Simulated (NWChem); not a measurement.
System: C3H5NO; SMILES C/C=N\C=O

```xyz
10

C     -0.8227    -1.6021     0.1202
C      0.5488    -1.0853    -0.2139
N      0.9950     0.0975    -0.0752
C      0.2463     1.1934     0.3474
O     -0.6473     1.7206    -0.2826
H     -1.4891    -0.8149     0.4781
H     -1.2667    -2.0596    -0.7731
H     -0.7481    -2.3949     0.8759
H      1.2512    -1.8245    -0.6140
H      0.6317     1.6112     1.2982
```
Atoms are numbered in this order, from 1.

Computed with NWChem. Medium grid unless said otherwise, to which SCAN and Minnesota functionals are sensitive. Geometry: optimised at B3LYP/6-31G* (spherical d).

Problem. Among these, which level gives the lowest value of “highest occupied level (eV)”?
A. LDA (Slater exchange, VWN5)/def2-TZVP
B. r2SCAN/def2-TZVP
C. M06-2X/def2-TZVP
D. B3LYP/def2-TZVP

Solution. C, M06-2X/def2-TZVP. Values: M06-2X/def2-TZVP -8.99; B3LYP/def2-TZVP -7.25; r2SCAN/def2-TZVP -6.20; LDA (Slater exchange, VWN5)/def2-TZVP -6.07
